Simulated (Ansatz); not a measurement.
Two isomers of C3H5ClSi: A = `[SiH3]C1(Cl)C=C1`, B = `C=C1[SiH2]C1Cl`.

Gas-phase electronic energies from Ansatz, PBE0-D4/def2-TZVP geometries. CCSD(T)/CBS adds triple-zeta CCSD(T) − MP2 to the extrapolated MP2 energy (def2 sets, frozen cores). Functionals use def2-TZVPP. B3LYP here is the variant with VWN-RPA as its local correlation; programs differ in this.

Which isomer does CCSD(T)/CBS put lower? Give the gap. (An estimate is asked.)

Computed: B, by 40.1 kJ/mol.

Give E(B) − E(A) in kJ/mol with ωB97M-V, PBE-D4, B2PLYP, B3LYP, HF/def2-TZVPP, MP2/def2-TZVPP, r2SCAN-D4. (Estimate.)

Ansatz gave: ωB97M-V -39.3, PBE-D4 -47.3, B2PLYP -41.5, B3LYP -44.0, HF/def2-TZVPP -28.7, MP2/def2-TZVPP -36.0, r2SCAN-D4 -44.1. None reverses the order clearly.

Largest T1 diagnostic: 0.012.

In def2-TZVPP, CCSD(T) changes the Hartree–Fock value by −13.0 kJ/mol (the triples alone add −1.2 kJ/mol) and MP2 by −7.3 kJ/mol. From PBE to PBE0 (25 % exact exchange), in def2-TZVPP and without D4, E(B) − E(A) moves by +3.4 kJ/mol.
